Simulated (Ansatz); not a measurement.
Compare A (`CC1=C[SiH]1F`) with its isomer B (`F[SiH]1C=CC1`).

Computed with Ansatz on PBE0-D4/def2-TZVP structures; ΔE is electronic, products minus reactants. CBS: MP2 limit from def2 TZ/QZ plus the TZ coupled-cluster correction, frozen cores. Functionals use def2-TZVPP. B3LYP here is the variant with VWN-RPA as its local correlation; programs differ in this.

Q: Which is lower in electronic energy at CCSD(T)/CBS, and by how much? (Estimate.)

A: Ansatz gave: B, by 17.6 kcal/mol.

Q: Give E(B) − E(A) in kcal/mol with B2PLYP, PBE-D4, CCSD/def2-TZVPP, B3LYP-D4, B3LYP, ωB97M-V, PBE0-D4. (An estimate is asked.)

A: Computed: B2PLYP -16.3, PBE-D4 -15.7, CCSD/def2-TZVPP -17.8, B3LYP-D4 -15.8, B3LYP -15.5, ωB97M-V -17.2, PBE0-D4 -16.7. None reverses the order clearly.

Largest T1 diagnostic: 0.012.

From PBE to PBE0 (25 % exact exchange), in def2-TZVPP and without D4, E(B) − E(A) moves by −1.1 kcal/mol.
